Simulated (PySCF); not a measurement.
# Potential energy of CaB along the bond

Set-up: PySCF, no relativity, basis sets Ca 6-311G(d,p), B 6-311G(d,p). Energies in eV from Ca + B in their ground configurations at the same level. State: Ms = 0.5 determinant of mixed spin (⟨S²⟩ near 1.5), unpaired electrons π ↑.

All columns are PBE0. A positive dipole means Ca(−)B(+).

```json
{"R (Å)": "2.239", "E (eV)": "-0.584", "μ (D)": "-2.00", "Mulliken charge on Ca (basis-dependent)": "0.49", "HOMO (eV)": "-4.08", "LUMO (eV)": "-2.64", "Mayer bond order": "0.89", "⟨S²⟩": "1.56"}
{"R (Å)": "2.343", "E (eV)": "-0.813", "μ (D)": "-2.29", "Mulliken charge on Ca (basis-dependent)": "0.49", "HOMO (eV)": "-4.17", "LUMO (eV)": "-2.49", "Mayer bond order": "0.89", "⟨S²⟩": "1.54"}
{"R (Å)": "2.447", "E (eV)": "-0.938", "μ (D)": "-2.57", "Mulliken charge on Ca (basis-dependent)": "0.48", "HOMO (eV)": "-4.25", "LUMO (eV)": "-2.36", "Mayer bond order": "0.88", "⟨S²⟩": "1.51"}
{"R (Å)": "2.525", "E (eV)": "-0.981", "μ (D)": "-2.76", "Mulliken charge on Ca (basis-dependent)": "0.48", "HOMO (eV)": "-4.31", "LUMO (eV)": "-2.27", "Mayer bond order": "0.88", "⟨S²⟩": "1.48"}
{"R (Å)": "2.603", "E (eV)": "-0.991", "μ (D)": "-2.94", "Mulliken charge on Ca (basis-dependent)": "0.47", "HOMO (eV)": "-4.37", "LUMO (eV)": "-2.20", "Mayer bond order": "0.88", "⟨S²⟩": "1.46"}
{"R (Å)": "2.681", "E (eV)": "-0.977", "μ (D)": "-3.10", "Mulliken charge on Ca (basis-dependent)": "0.46", "HOMO (eV)": "-4.43", "LUMO (eV)": "-2.18", "Mayer bond order": "0.87", "⟨S²⟩": "1.43"}
{"R (Å)": "2.785", "E (eV)": "-0.931", "μ (D)": "-3.27", "Mulliken charge on Ca (basis-dependent)": "0.44", "HOMO (eV)": "-4.36", "LUMO (eV)": "-2.22", "Mayer bond order": "0.86", "⟨S²⟩": "1.38"}
{"R (Å)": "2.915", "E (eV)": "-0.847", "μ (D)": "-3.43", "Mulliken charge on Ca (basis-dependent)": "0.41", "HOMO (eV)": "-4.30", "LUMO (eV)": "-2.27", "Mayer bond order": "0.84", "⟨S²⟩": "1.32"}
{"R (Å)": "3.071", "E (eV)": "-0.730", "μ (D)": "-3.52", "Mulliken charge on Ca (basis-dependent)": "0.37", "HOMO (eV)": "-4.28", "LUMO (eV)": "-2.31", "Mayer bond order": "0.80", "⟨S²⟩": "1.23"}
{"R (Å)": "3.280", "E (eV)": "-0.576", "μ (D)": "-3.44", "Mulliken charge on Ca (basis-dependent)": "0.32", "HOMO (eV)": "-4.32", "LUMO (eV)": "-2.35", "Mayer bond order": "0.72", "⟨S²⟩": "1.11"}
```

A fit through these points gives, at Re = 2.593 Å, μ = -2.92 D and dμ/dR = -2.19 D/Å; the reduced mass is 8.631 u.

Question: How strong is the fundamental in the double-harmonic approximation, I = 42.26·(dμ/dR)²/μred km/mol?

Answer: I = 42.26·(-2.19)²/8.631 = 23.5 km/mol at PBE0.

The state is the lowest determinant that a PBE0 search found; another state may lie lower at other levels.
